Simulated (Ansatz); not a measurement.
Consider the ligand exchange at the Al–C bond: `C/C=[CH]/[AlH2]` + `C[Si](O)(F)F` → `C[Si](F)(F)[O][AlH2]` + `C=CC`.

Computed with Ansatz on PBE0-D4/def2-TZVP structures; ΔE is electronic, products minus reactants. CCSD(T)/CBS adds triple-zeta CCSD(T) − MP2 to the extrapolated MP2 energy (def2 sets, frozen cores). One conformer a species, not always the lowest.

| level | ΔE (eV) |
| --- | --- |
| HF/def2-QZVPP | -1.77 |
| MP2/def2-QZVPP | -1.61 |

(1) What does CCSD(T)/CBS give? (Best estimate.)

Largest T1 diagnostic among the species: 0.012.

## Answers

(1) The calculation gave: -1.60 eV. The listed levels differ from it by -0.17, -0.01 eV.

In def2-TZVPP, CCSD(T) changes the Hartree–Fock value by +0.15 eV (the triples alone add +0.03 eV) and MP2 by +0.15 eV. From PBE to PBE0 (25 % exact exchange), in def2-TZVPP and without D4, ΔE moves by −0.05 eV.
